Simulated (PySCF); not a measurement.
## Sc⁺: excitation energy

Sc⁺ [Ar] 3d1 4s1 (3D) → Sc⁺ [Ar] 4s2 (1S), as a difference of total energies. All numbers are calculated (PySCF 2.14, no relativity, point nucleus, in def2-TZVPPD). Correlated levels: valence: [Ar] frozen; valence and next inner shell: [Ne] frozen. The calculations carry no spin-orbit coupling.

```tsv
method	excitation energy (eV)	difference from reference (eV)
UHF	2.232	+0.790
LDA	2.458	+1.016
PBE	2.568	+1.126
PBE0	2.513	+1.071
r2SCAN	2.937	+1.495
M06-2X	1.665	+0.223
PBEsol	2.571	+1.129
M06-L	1.981	+0.539
HSE06	2.511	+1.069
MP2 (valence)	1.652	+0.210
SCS-MP2 (valence)	1.465	+0.023
MP2 (valence and next inner shell)	1.299	-0.143
SCS-MP2 (valence and next inner shell)	1.204	-0.238
```

Reference: 1.442 eV (measured; NIST levels, between the centres of gravity of the two terms).

These non-relativistic numbers lack the scalar-relativistic shift.

Errors of the correlated levels include the incompleteness of this basis and the frozen core.
